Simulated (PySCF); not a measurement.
Estimate the missing entries of this data sheet.

C3H8ClFSi2.
SMILES: `C=C[SiH2][Si@H](Cl)CF`

Conformer (atom-mapped SMILES and torsion angles): `[CH2:1]=[CH:2][SiH2:3][Si@H:4]([Cl:5])[CH2:6][F:7]`: C1–C2–Si3–Si4 -108°, C2–Si3–Si4–Cl5 -143°, Si3–Si4–C6–F7 -49°.

```csv
property,level,value
point group of the GFN2-xTB geometry,GFN2-xTB,C1
"rotational constants A, B, C of the GFN2-xTB geometry",GFN2-xTB,"1.834, 0.839, 0.627 GHz"
dipole moment,PBE0/def2-SVPD,0.87 D
HOMO energy,PBE0/def2-SVPD,-7.77 eV
LUMO energy,PBE0/def2-SVPD,?
lowest singlet excitation,TDDFT PBE0/def2-SVPD,?
strongest line among the 8 lowest singlet transitions,TDDFT PBE0/def2-SVPD,"S5 at 6.75 eV (184 nm, f = 0.092)"
lowest triplet excitation (Tamm–Dancoff),TDA PBE0/def2-SVPD,4.21 eV
static isotropic polarisability,PBE0/def2-SVPD,107.4 au
electronic spatial extent ⟨r²⟩ about the centre of nuclear charge,PBE0/def2-SVPD,1764 bohr²
13C chemical shifts (computed TMS as zero) by class,GIAO PBE0/pcSseg-1,?
1H chemical shifts (computed TMS as zero) by class,GIAO PBE0/pcSseg-1,"6.44 (1 H), 6.31 (1 H), 6.26 (1 H), 5.37 (1 H), 5.34 (1 H), 4.91 (1 H), 4.46 (1 H), 4.42 (1 H) ppm"
"isotropic shieldings of nuclei other than C and H, by class",GIAO PBE0/pcSseg-1,"468 (1 F), 365 (1 Si), 418 (1 Si), 1019 (1 Cl) ppm"
```

The electronic properties come from PySCF, for the isolated species, density fitting.

Q: What are the 13C chemical shifts (computed TMS as zero) by class?

A: 146.3 (1 C), 135.4 (1 C), 81.7 (1 C) ppm.

Q: Give the lowest singlet excitation.

A: 5.80 eV (214 nm, f = 0.066).

Q: Give the LUMO energy.

A: -0.89 eV.

The rotational constants make it an asymmetric top with κ = (2B − A − C)/(A − C) = -0.65, nearer the prolate limit (−1). The vertical singlet–triplet gap S1 − T1 is 1.59 eV (TDDFT singlet less Tamm–Dancoff triplet; S1: HOMO→LUMO, weight 0.77; T1: HOMO→LUMO, weight 0.42). In wavenumbers S1 is 46800 cm⁻¹ (1 eV = 8065.54 cm⁻¹).

One conformer stands for the species.
